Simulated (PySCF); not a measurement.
What builds the third ionisation energy along the 4p block

All values are computed (PySCF 2.14, energy differences of UHF-based or UKS calculations, no spin-orbit coupling). Each column adds one step, in eV (sums use unrounded values): valence MP2, valence CCSD, valence triples, then the next inner shell at CCSD(T) (Ge 3s 3p 3d, As 3s 3p 3d, Se 3s 3p 3d). References (NIST) marked * lie between the lowest fine-structure levels; the others compare directly ((s) semi-empirical, (t) theoretical).

| element | UHF | + MP2 | + CCSD | + (T) | + inner shell | sum | reference |
| --- | --- | --- | --- | --- | --- | --- | --- |
| Ge [Ar] 3d10 4s2 → [Ar] 3d10 4s1 (x2c-TZVPPall with one added diffuse shell each of s, p, d type, spin-free X2C) | 32.186 | 0.762 | 0.289 | 0.000 | 0.365 | 33.602 | 34.058 |
| As [Ar] 3d10 4s2 4p1 → [Ar] 3d10 4s2 (x2c-TZVPPall with one added diffuse shell each of s, p, d type, spin-free X2C) | 27.402 | 0.264 | 0.086 | 0.019 | 0.109 | 27.880 | 28.349 ± 0.012 * |
| Se [Ar] 3d10 4s2 4p2 → [Ar] 3d10 4s2 4p1 (x2c-TZVPPall with one added diffuse shell each of s, p, d type, spin-free X2C) | 30.991 | 0.393 | 0.034 | 0.022 | 0.062 | 31.502 | 31.697 ± 0.019 * |

What remains against the references is mostly basis incompleteness and, for starred values, spin-orbit coupling.

These are valence bases, so the inner-shell step is incomplete.
